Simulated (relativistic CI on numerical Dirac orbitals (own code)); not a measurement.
## Pd I: what numerical and physical settings do to a radial Dirac CI calculation

Reference input:

```
atom Pd  Z=46  charge=0  electrons=46
nucleus A=106  rms_radius_fm=4.5318
hamiltonian dirac-coulomb  breit=on  qed=on  c_scale=1
orbitals kli  potential=per-configuration
slater_scale 1
correlation none
mixing on
grid step=0.0125 r_max=201.2
scf mixing=0.4 start=green max_iterations=150 tolerance=2e-08 node_fill=0.05
configurations
  [Kr] 4d10
  [Kr] 4d9 5s
  [Kr] 4d9 5p
end
```

Computed lowest total energy -5038.85152 Ha, first excitation 414.6 cm⁻¹, 36 SCF steps. Runs with settings changed; * marks those that are bad on purpose:

```tsv
Changed	Outcome	Lowest level	ΔE (Ha)	First excitation (cm⁻¹)	SCF steps	Message
nuclear radius 5.8913 fm, grid step 0.04, node fill of the KLI weights 0.5	converged	4d9 5s 3D_3	0.116	237.8	37	
start potential previous	converged	4d10 1S_0	-8.97e-10	414.6	34	
node fill of the KLI weights 0.5	converged	4d9 5s 3D_3	0.0554	239.3	37	
grid step 0.02	converged	4d10 1S_0	0.000124	414.6	36	
end of the grid at 6.04 bohr *	not converged				11	orbital 4s not found
charge 2 *	refused				0	configuration [Kr] 4d10 has 46 electrons, the ion has 44
```

With so few configurations and no correlation, terms lie too far apart (by 10 to 50 % near neutrality), their order can be wrong, and levels of other configurations are missing.
